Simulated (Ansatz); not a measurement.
`[CH3][SnH2][GaH2]` + H–F → `[CH3][SnH2][F]` + `[GaH3]`  (cleavage of the Sn–Ga bond)

Gas-phase electronic energies from Ansatz, PBE0-D4/def2-TZVP geometries. CBS: MP2 limit from def2 TZ/QZ plus the TZ coupled-cluster correction, frozen cores. This one scheme is used for every species. Functionals use def2-TZVPP. Elements past krypton have def2 core potentials. For Ga, Sn outer-core shells are correlated without core-valence functions, which leaves a few kJ/mol of doubt a bond. Scalar relativity is left out up to krypton.

| species | ωB97M-V energy (Eh) |
| --- | --- |
| `[CH3][SnH2][GaH2]` | -2181.26392 |
| H–F | -100.46072 |
| `[CH3][SnH2][F]` | -355.22865 |
| `[GaH3]` | -1926.50165 |

Work out ΔE.

ΔE = (-355.22865) + (-1926.50165) − (-2181.26392) − (-100.46072) = -0.00566 Eh = -3.6 kcal/mol. CCSD(T)/CBS gives -0.7 kcal/mol.

Largest T1 diagnostic among the species: 0.013.

From PBE to PBE0 (25 % exact exchange), in def2-TZVPP and without D4, ΔE moves by +0.9 kcal/mol. In def2-TZVPP, CCSD(T) changes the Hartree–Fock value by +6.5 kcal/mol (the triples alone add +0.4 kcal/mol) and MP2 by +7.4 kcal/mol. The D4 term adds +1.5 kcal/mol with B3LYP and +0.9 kcal/mol with PBE0; it sums over pairs of atoms, weighted by their polarisabilities, and B3LYP, whose exchange is more repulsive, gets the larger term.

B3LYP here is the variant with VWN-RPA as its local correlation; programs differ in this.
